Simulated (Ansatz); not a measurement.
Ansatz (an electronic-structure program) input (B3LYP-D3(BJ)/def2-TZVP):

Ansatz 0.2 input:
```yaml
crystal:
  periodic: [false, false, false]
  atoms:
    - {symbol: Hg, position_ang: [0.01114841, -0.01021156, 0.01782739]}
    - {symbol: Br, position_ang: [-0.25043310, 1.95991937, -1.57765690]}
    - {symbol: Br, position_ang: [0.27372633, -1.97814728, 1.61581133]}
basis:
  gaussian:
    orbitals: def2-TZVP
hamiltonian:
  xc: b3lyp
  dispersion: d3bj
total_charge: 1
magnetization: {spin_polarized: true, initial_magnetization: 1}
relax: {f_tol: 0.002, max_steps: 150}
```

End of the output:

```
these checks for a lower state are left out or cut short: starts, cluster_reference, orbital_swaps, neighbouring_geometries, increment
integrals: 0.10 GiB planned
1091 factors; integrals over basis functions are off by at most 3.9e-4 eV
mean field: 1.40 GiB planned
mean field -144264.33957683 eV, -5301.6166935670 hartree, gradient 8.6e-6 eV, S^2 0.754906; 0 other end points of the search recorded, 0 dependent functions left out
the calculation of the forces begins
reference -144264.33980483 eV, -5301.6167019460 hartree; 45, 44 occupied and 94, 95 virtual orbitals, 1091 factors
relax step   3: F+E_penalty+E_count = -144264.51751005 eV  Δ(F+E_penalty+E_count) = -9.347e-3 eV  max|allowed force component| = 3.746e-2 eV/Å  Δτ_max = 0.0327 Å  (109 SCF iters, accepted)
these checks for a lower state are left out or cut short: starts, cluster_reference, orbital_swaps, neighbouring_geometries, increment
integrals: 0.10 GiB planned
1091 factors; integrals over basis functions are off by at most 4.0e-4 eV
mean field: 1.40 GiB planned
mean field evaluation 160: about -144264.3396 eV, gradient 1.2e-5 eV
mean field -144264.33959277 eV, -5301.6166941527 hartree, gradient 9.1e-10 eV, S^2 0.754911; 0 other end points of the search recorded, 0 dependent functions left out
the calculation of the forces begins
reference -144264.33982061 eV, -5301.6167025258 hartree; 45, 44 occupied and 94, 95 virtual orbitals, 1091 factors
relax step   4: F+E_penalty+E_count = -144264.51771998 eV  Δ(F+E_penalty+E_count) = -2.099e-4 eV  max|allowed force component| = 2.726e-4 eV/Å  Δτ_max = 0.0043 Å  (219 SCF iters, accepted)
integrals: 0.10 GiB planned
1091 factors; integrals over basis functions are off by at most 4.0e-4 eV
mean field: 1.40 GiB planned
mean field evaluation 192: about -144263.7335 eV, gradient 4.6e0 eV
mean field evaluation 224: about -144264.2265 eV, gradient 9.1e-1 eV
mean field -144264.33959277 eV, -5301.6166941527 hartree, gradient 8.5e-10 eV, S^2 0.754911; 9 other end points of the search recorded, 0 dependent functions left out
the calculation of the forces begins
reference -144264.33982061 eV, -5301.6167025258 hartree; 45, 44 occupied and 94, 95 virtual orbitals, 1091 factors
Total energy: -144264.51794783 eV, -5301.6232485802 hartree
Atom 0 at     0.011474    -0.009495     0.018643 Å, force     0.000014     0.000029     0.000034 eV/Å
Atom 1 at    -0.237755     1.863084    -1.499830 Å, force     0.000028    -0.000273     0.000192 eV/Å
Atom 2 at     0.260723    -1.882029     1.537168 Å, force    -0.000041     0.000243    -0.000226 eV/Å
Dipole moment:    -0.000001    -0.000001    -0.000001 e Å
```

The spin state was set by rule; other spins were not relaxed.
